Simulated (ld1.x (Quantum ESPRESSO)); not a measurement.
## tantalum: one change to an RRKJ potential, before and after

* Element: tantalum (Ta)
* Generator: ld1.x (Quantum ESPRESSO) 7.5
* Type: norm-conserving RRKJ (Kleinman–Bylander form)
* Functional: PBEsol
* Relativity: scalar-relativistic
* Frozen core: [Kr] 4d10 4f14 5s2
* Valence charge: 11
* Reference configuration: 5p6 5d3 6s1.5 6p0 (charge +0.5)
* Partial waves: 5p (bound): rc 1.75 bohr; 5d (bound): rc 1.75 bohr; 6s (bound): rc 2.35 bohr
* Local potential: the s channel
* Core correction: none
* rho0: 0.02

Change: functional LDA (PZ).

Cutoffs: the cutoffs (Ry, on a coarse ladder) from which the occupation-weighted sum of valence levels, in a spherical-Bessel basis at the reference potential, stays within 10 and 1 mRy of its value at 400 Ry; they do not see the model core or the augmentation charge, which bear on the density cutoff. Errors are all-electron minus pseudo energies relative to the spin-unpolarised reference configuration.

How do hardness, ghosts and transferability respond?

The potential gets neither clearly harder nor softer (45 Ry and 70 Ry → 45 Ry and 70 Ry); the number of tests with a reliable result goes from 7 to 9; of the 7 tests that both files solve, the error grows in 1 and shrinks in 3 by more than 15 % and 0.3 meV (median size 36.7 → 29.3 meV); neither file shows a bound ghost.

| quantity | base | changed |
| --- | --- | --- |
| cutoff, loose | 45 Ry | 45 Ry |
| cutoff, tight | 70 Ry | 70 Ry |
| bound ghosts | none | none |
| error for 5p6 5d3 6s2 6p0, meV [ΔE -3.48 → -3.56 eV] | +0.5 | +1.0 |
| error for 5p6 5d3 6s1 6p0, meV [ΔE 5.03 → 5.14 eV] | -2.7 | -2.1 |
| error for 5p6 5d3 6s0 6p0, meV [ΔE 20.00 → 20.45 eV] | -17 | -12 |
| error for 5p6 5d2 6s0 6p0, meV [ΔE 43.61 → 44.37 eV] | -37 | -29 |
| error for 5p5 5d3 6s2 6p0, meV [ΔE 41.54 → 41.63 eV] | -305 | -299 |
| error for 5p6 5d3 6s1 6p1, meV [ΔE 0.74 → 0.70 eV] | -448 | -455 |
| error for 5p6 5d4 6s0 6p0, meV [ΔE 6.45 → 6.60 eV] | -49 | -42 |
| s: phases at 2.56 bohr within 0.05 rad from the reference energy up to (Ry; the scan ends near 5) | 1.4 | 1.5 |
| p: phases at 2.56 bohr within 0.05 rad from the reference energy up to (Ry; the scan ends near 5) | -1.1 | -1.2 |
| d: phases at 2.56 bohr within 0.05 rad from the reference energy up to (Ry; the scan ends near 5) | 1.4 | 1.4 |
